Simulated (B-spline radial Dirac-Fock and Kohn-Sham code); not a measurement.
Calculated with a radial finite-basis atomic code, using multi-electron Dirac-Fock with separately optimised hole states, Breit and Lamb-shift corrections added in first order. The model has no electron correlation.

Question: Identify the element and charge state from the binding energies below (tabulated ground configuration; the least bound level is included).

```
level  binding energy (eV)
   1s              11350.2
   2s               1666.7
2p3/2               1466.7
   3s                401.8
3p1/2                342.4
3p3/2                337.4
   3d                246.9
```

Answer: Ge⁹⁺: Z = 32 with 23 electrons, [Ar] 3d5. The hydrogen-like estimate √(E/Ry) = 28.9 for the K level lies 3.1 below Z; the outermost level, at 246.9 eV, fixes the charge.

Question: Identify the element and charge state from the binding energies below (tabulated ground configuration; the least bound level is included).

| level | binding energy (eV) |
| --- | --- |
| 1s | 85925.6 |
| 3s | 4099.0 |
| 3p1/2 | 3807.4 |
| 4p3/2 | 991.7 |
| 4f5/2 | 496.4 |
| 5s | 474.5 |
| 5p | 412.3 |

Answer: Tl¹⁷⁺: Z = 81 with 64 electrons, [Kr] 4d10 4f14 5s2 5p2. The hydrogen-like estimate √(E/Ry) = 79.5 for the K level lies 1.5 below Z (screening lowers it, relativity raises it); the outermost level, at 412.3 eV, fixes the charge.

Question: An atom or ion in its tabulated ground configuration has these computed binding energies (the last is its least bound level). Which is it?

| level | binding energy (eV) |
| --- | --- |
| 2p1/2 | 7713.4 |
| 2p3/2 | 7197.8 |
| 3s | 2512.2 |
| 3p3/2 | 2231.2 |
| 3d3/2 | 1940.2 |
| 3d5/2 | 1917.2 |
| 4p | 1029.3 |

Answer: Nd²⁸⁺: Z = 60 with 32 electrons, [Ar] 3d10 4s2 4p2.

Question: An atom or ion in its tabulated ground configuration has these computed binding energies (the last is its least bound level). Which is it?

```
level  binding energy (eV)
   1s              92925.1
   2s              22084.9
   2p              20166.6
```

Answer: Tl⁷²⁺: Z = 81 with 9 electrons, [He] 2s2 2p5. The hydrogen-like estimate √(E/Ry) = 82.6 for the K level lies 1.6 above Z (screening lowers it, relativity raises it); the outermost level, at 20166.6 eV, fixes the charge.
